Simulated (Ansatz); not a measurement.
Total energies of H₃OPSeSi (`OP1[SiH2][Se]1`).

Z-matrix (Å, degrees):
```
Si
P 1 2.229
Se 1 2.238 2 62.8
H 1 1.480 2 119.1 3 -107.6
H 1 1.480 2 117.9 3 108.8
O 2 1.653 1 99.5 3 -102.9
H 6 0.963 2 110.4 1 158.3
```

Total charge 0; spin multiplicity 1. Correlated methods include outer-core shells of Se, which these sets cover unevenly. Scalar relativity is left out up to krypton. All single points use the PBE0-D4/def2-TZVP geometry. It is one conformer, not always the lowest. Basis def2-TZVPP, Ansatz.

RPA on PBE orbitals: Hartree–Fock energy of these orbitals -3106.15603 Eh, correlation -1.24029 Eh (frozen core).

```
functional  energy without D4 (Eh)  D4 term (kJ/mol)
    revPBE             -3109.18761             -55.7
    B97M-V             -3108.91046                 –
      PBE0             -3108.92012             -18.2
     B3LYP             -3109.60327             -35.7
   r2SCANh             -3109.42296              -5.1
   r2SCAN0             -3109.40522              -5.7
   LC-ωPBE             -3108.95421                 –
   ωB97M-V             -3109.33287                 –
    B2PLYP             -3108.85943                 –
  PBE-QIDH             -3108.41775                 –
```

Task: Give the same for LDA (SPW92), PBE, BLYP, r2SCAN, HSE06 (plane-wave form), BHLYP, CAM-B3LYP, ωB97X-V. (Estimate.)

Result: The calculation gave: 
```csv
functional,energy without D4 (Eh),D4 term (kJ/mol)
LDA (SPW92),-3103.15746,–
PBE,-3108.79165,-21.6
BLYP,-3109.55135,-46.8
r2SCAN,-3109.43573,-4.6
HSE06 (plane-wave form),-3108.90677,-17.3
BHLYP,-3109.47291,-31.8
CAM-B3LYP,-3109.63761,-18.9
ωB97X-V,-3109.18070,–
```

B3LYP takes the VWN-RPA correlation (the form of Gaussian; ORCA's B3LYP/G). HSE06 is the plane-wave form, built on full-range PBE exchange. The double hybrids freeze the cores in their second-order part.

LC-ωPBE has ω = 0.4 bohr⁻¹.
